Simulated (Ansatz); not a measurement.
Consider the cleavage of the Si–Si bond: `O[SiH]([SiH3])S` + `O[SiH](Cl)Cl` → `[SiH3]O[SiH](Cl)Cl` + `O[SiH2]S`.

Gas-phase electronic energies from Ansatz, PBE0-D4/def2-TZVP geometries. CCSD(T)/CBS is the MP2 limit (def2-TZVPP, def2-QZVPP) plus CCSD(T) − MP2 in def2-TZVPP, frozen cores. This one scheme is used for every species. DFT in def2-TZVPP. B3LYP here is the variant with VWN-RPA as its local correlation; programs differ in this. Each species was taken in one conformer, which may not be the lowest.

```
    level  ΔE (eV)
revPBE-D4    -0.85
    B3LYP    -1.14
```

(1) What does CCSD(T)/CBS give? (An estimate is asked.)

Largest T1 diagnostic among the species: 0.012.

## Answers

(1) Computed: -1.15 eV. The listed levels differ from it by 0.30, 0.01 eV.

From PBE to PBE0 (25 % exact exchange), in def2-TZVPP and without D4, ΔE moves by −0.10 eV. In def2-TZVPP, CCSD(T) changes the Hartree–Fock value by +0.28 eV (the triples alone add +0.04 eV) and MP2 by +0.21 eV.
